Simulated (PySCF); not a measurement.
C2H9ClOSi2, SMILES CCO[SiH2][SiH2]Cl. Atoms are numbered in the order given.

```xyz
15

C      0.6317     4.0248     0.0000
C     -0.4690     2.9818     0.0000
O      0.1121     1.6859     0.0000
Si    -0.7482     0.2541     0.0000
Si     0.8503    -1.4555     0.0000
Cl    -0.2349    -3.2480     0.0000
H      1.2677     3.9114    -0.8914
H      0.2047     5.0402     0.0000
H      1.2677     3.9114     0.8914
H     -1.1162     3.1066    -0.8902
H     -1.1162     3.1066     0.8902
H     -1.6238     0.1448    -1.2083
H     -1.6238     0.1448     1.2083
H      1.7153    -1.4282     1.2120
H      1.7153    -1.4282    -1.2120
```

The structure is a stationary point at B3LYP-D3(BJ)/def2-SVP. The structure was generated by enumeration, and PubChem lists no compound with its InChIKey, so it may never have been made. The values are those of a single conformer.

Two levels are set side by side: PBE/pcSseg-1 (PySCF) and HF/pcSseg-1 (PySCF). GIAO shifts against H2O (¹⁷O), HCl (³⁵Cl), TMS (²⁹Si), TMS (¹H), TMS (¹³C) at the same level; non-relativistic, no solvent, atoms listed together averaged. Without spin–orbit terms, shifts of atoms bonded to Cl or Br come out too high at both levels. Differences are taken from unrounded values.

```csv
quantity,HF,PBE,PBE minus HF
δ(¹³C) of C1 (ppm),22.0,22.7,0.7
δ(¹³C) of C2 (ppm),60.6,71.7,11.1
δ(¹⁷O) of O3 (ppm),-1.9,37.8,39.7
δ(²⁹Si) of Si4 (ppm),-28.2,-25.6,2.6
δ(²⁹Si) of Si5 (ppm),-27.1,-24.7,2.5
δ(³⁵Cl) of Cl6 (ppm),-130.7,-110.1,20.6
"δ(¹H) of H10, H11 (ppm)",3.63,4.08,0.45
"δ(¹H) of H12, H13 (ppm)",4.73,5.54,0.81
"δ(¹H) of H14, H15 (ppm)",4.97,5.61,0.64
```

Rough cost on one machine, each run with all the roots and properties that it gave: HF against PBE within a factor of 2.
